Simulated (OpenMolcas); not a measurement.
# How basis sets differ on GeH2ClF (SMILES [F][GeH2][Cl])

The species is GeH2ClF (5 atoms), meant as a singlet with charge 0. SMILES: `[F][GeH2][Cl]`. Geometry: relaxed at PBE0-D4/def2-TZVP.

| atom | x (Å) | y (Å) | z (Å) |
| --- | --- | --- | --- |
| F | -0.2420 | -0.5080 | 1.5886 |
| Ge | 0.1399 | -0.0892 | -0.0455 |
| Cl | -1.3903 | 1.2449 | -0.6989 |
| H | 0.0676 | -1.3755 | -0.8674 |
| H | 1.4747 | 0.6542 | -0.0183 |

Quantity: the dipole moment, in D. The values are calculated.

```json
{"level": "HF/STO-3G", "kind": "Hartree–Fock", "program": "OpenMolcas", "value (D)": "2.91", "CPU time": "1.3 s"}
{"level": "HF/3-21G", "kind": "Hartree–Fock", "program": "OpenMolcas", "value (D)": "3.35", "CPU time": "1.6 s"}
{"level": "HF/ANO-RCC-VDZ (DKH2)", "kind": "Hartree–Fock", "program": "OpenMolcas", "value (D)": "3.87", "CPU time": "3.2 s"}
{"level": "HF/aug-cc-pVDZ", "kind": "Hartree–Fock", "program": "OpenMolcas", "value (D)": "2.57", "CPU time": "12 s"}
```

All-electron rows without a relativistic Hamiltonian named are non-relativistic. The values span 2.57 to 3.87 D. Magnitudes only. Sets without polarisation functions give poor dipoles. CPU times are rough (shared hosts, several kinds of processor and program).
